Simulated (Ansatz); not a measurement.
Geometry optimisation, UKS r2SCANh/def2-SVP (Ansatz 0.2.0).

Input:

```yaml
crystal:
  periodic: [false, false, false]
  atoms:
    - { symbol: "N", position_ang: [-0.60518, 1.57001, 0.54617] }
    - { symbol: C, position_ang: [0.02901, 0.43665, 0.77115] }
    - { symbol: B, position_ang: [0.51223, -0.52445, -0.21441] }
    - { symbol: O, position_ang: [0.63263, -1.43351, -1.12498] }
    - { symbol: H, position_ang: [-0.41592, 0.39655, -0.2231] }
    - { symbol: H, position_ang: [0.24273, 0.27686, 1.82817] }
    - { symbol: H, position_ang: [-0.04619, -2.0739, -1.36117] }
magnetization:
  spin_polarized: true
  initial_magnetization: 1
basis:
  gaussian: { orbitals: def2-SVP }
hamiltonian:
  xc: r2scanh
relax:
  f_tol: 0.02
  max_steps: 50
```

Launched with:

```bash
$ ansatz run input.yaml --threads 2 --pin off --max-ram 3072MiB --backend cpu --events-out ev --progress --plain --runs-dir out
```

Question: Where does it end, and by what steps?

Answer: The run converged. After 19 steps the energy has fallen by 5.348 eV; H5 moved furthest, 1.10 Å. Parted: C2–H5, B3–H5. Joined: N1–H5.

```csv
step,energy less start (eV),largest force component (eV/Å),accepted
0,0.0000,5.547,yes
1,-0.9602,3.377,yes
2,-1.8593,3.530,yes
3,-3.3312,3.735,yes
4,-4.0489,4.593,yes
5,-4.5680,2.904,yes
6,-4.9685,1.324,yes
7,-5.1184,0.486,yes
8,-5.1913,0.475,yes
9,-5.2119,1.186,yes
10,-5.2822,0.471,yes
11,-5.2756,1.296,no
12,-5.3230,0.395,yes
13,-5.3322,0.442,yes
14,-5.3415,0.323,yes
15,-5.3463,0.153,yes
16,-5.3476,0.056,yes
17,-5.3482,0.026,yes
18,-5.3482,0.022,yes
19,-5.3483,0.012,yes
```

```xyz
7
Properties=species:S:1:pos:R:3
N -0.778 1.189 0.521
C 0.085 0.250 0.732
B 0.910 -0.504 -0.319
O 0.767 -1.588 -1.072
H -0.896 1.347 -0.487
H 0.318 0.038 1.793
H -0.057 -2.082 -0.946
```

The run took 63 s on 2 threads of Arm Neoverse V1 (shared host), peak memory 0.21 GiB.
